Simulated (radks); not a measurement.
Ta+, 72 electrons, occupied as [Xe] 4f14 5d3 6s1.

Calculated with a radial shooting solver on a logarithmic mesh with Libxc functionals: Dirac Kohn-Sham, PBE, spin-unpolarised, spherical densities, point nucleus; open shells fill j = l - 1/2 first.

Energy parts (eV):
part                       energy
total                  -425194.95
kinetic                 477428.20
electron-nucleus      -1060124.72
Hartree                 166132.49
exchange-correlation     -8630.93

Orbitals (lengths in bohr, moments of r in powers of bohr):
[
 {"orbital": "1s1/2", "occ.": "2", "eigenvalue (eV)": "-67286.30", "<r^4>": "6.202e-07", "<r>": "0.01866", "small-component weight": "7.56e-02"},
 {"orbital": "2s1/2", "occ.": "2", "eigenvalue (eV)": "-11558.16", "<r^4>": "0.00009334", "<r>": "0.07833", "small-component weight": "1.71e-02"},
 {"orbital": "2p1/2", "occ.": "2", "eigenvalue (eV)": "-11045.08", "<r^4>": "0.00005640", "<r>": "0.06487", "small-component weight": "1.72e-02"},
 {"orbital": "2p3/2", "occ.": "4", "eigenvalue (eV)": "-9774.759", "<r^4>": "0.00008124", "<r>": "0.07271", "small-component weight": "1.55e-02"},
 {"orbital": "3s1/2", "occ.": "2", "eigenvalue (eV)": "-2652.842", "<r^4>": "0.003463", "<r>": "0.2043", "small-component weight": "5.61e-03"},
 {"orbital": "3p1/2", "occ.": "2", "eigenvalue (eV)": "-2425.109", "<r^4>": "0.003065", "<r>": "0.1943", "small-component weight": "5.55e-03"},
 {"orbital": "3p3/2", "occ.": "4", "eigenvalue (eV)": "-2151.627", "<r^4>": "0.004018", "<r>": "0.2088", "small-component weight": "5.09e-03"},
 {"orbital": "3d3/2", "occ.": "4", "eigenvalue (eV)": "-1767.695", "<r^4>": "0.002743", "<r>": "0.1829", "small-component weight": "4.97e-03"},
 {"orbital": "3d5/2", "occ.": "6", "eigenvalue (eV)": "-1708.137", "<r^4>": "0.002979", "<r>": "0.1874", "small-component weight": "4.84e-03"},
 {"orbital": "4s1/2", "occ.": "2", "eigenvalue (eV)": "-546.2553", "<r^4>": "0.08218", "<r>": "0.4586", "small-component weight": "1.84e-03"},
 {"orbital": "4p1/2", "occ.": "2", "eigenvalue (eV)": "-452.4135", "<r^4>": "0.09033", "<r>": "0.4644", "small-component weight": "1.75e-03"},
 {"orbital": "4p3/2", "occ.": "4", "eigenvalue (eV)": "-389.4467", "<r^4>": "0.1187", "<r>": "0.4975", "small-component weight": "1.57e-03"},
 {"orbital": "4d3/2", "occ.": "4", "eigenvalue (eV)": "-235.4067", "<r^4>": "0.1554", "<r>": "0.5165", "small-component weight": "1.38e-03"},
 {"orbital": "4d5/2", "occ.": "6", "eigenvalue (eV)": "-223.8408", "<r^4>": "0.1696", "<r>": "0.5279", "small-component weight": "1.33e-03"},
 {"orbital": "4f5/2", "occ.": "6", "eigenvalue (eV)": "-32.5200", "<r^4>": "0.6620", "<r>": "0.6342", "small-component weight": "9.12e-04"},
 {"orbital": "4f7/2", "occ.": "8", "eigenvalue (eV)": "-30.5388", "<r^4>": "0.7218", "<r>": "0.6452", "small-component weight": "8.91e-04"},
 {"orbital": "5s1/2", "occ.": "2", "eigenvalue (eV)": "-79.6508", "<r^4>": "2.767", "<r>": "1.102", "small-component weight": "3.97e-04"},
 {"orbital": "5p1/2", "occ.": "2", "eigenvalue (eV)": "-52.5414", "<r^4>": "4.451", "<r>": "1.222", "small-component weight": "3.22e-04"},
 {"orbital": "5p3/2", "occ.": "4", "eigenvalue (eV)": "-43.8225", "<r^4>": "6.288", "<r>": "1.329", "small-component weight": "2.74e-04"},
 {"orbital": "5d3/2", "occ.": "3", "eigenvalue (eV)": "-10.6562", "<r^4>": "52.24", "<r>": "2.074", "small-component weight": "1.14e-04"},
 {"orbital": "5d5/2", "occ.": "0", "eigenvalue (eV)": "-10.0270", "<r^4>": "60.98", "<r>": "2.153", "small-component weight": "1.06e-04"},
 {"orbital": "6s1/2", "occ.": "1", "eigenvalue (eV)": "-11.5122", "<r^4>": "175.8", "<r>": "3.085", "small-component weight": "5.18e-05"}
]

The highest occupied level is 5d3/2 at -10.656 eV. Summed over all electrons, <r^2> = 53.82 bohr^2, which gives a Langevin (diamagnetic) susceptibility term of -42.6 x 10^-6 cm^3/mol.
